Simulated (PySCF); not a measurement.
A calculated (PBE0, PySCF 2.14, aug-cc-pCVQZ-DK, scalar relativity by spin-free X2C-1e) atom or ion has these occupied shells.

| shell | electrons | orbital energy (eV) | rms radius, mean of both spins (bohr) |
| --- | --- | --- | --- |
| 1s | 2 | -2148.0 | 0.120 |
| 2s | 2 | -220.64 | 0.563 |
| 2p | 6 | -168.96 | 0.540 |
| 3s | 2 | -46.951 | 1.79 |

Problem. Name the element and its charge.

Solution. P³⁺ (phosphorus, charge +3), in [Ne] 3s2, closed-shell 1S.
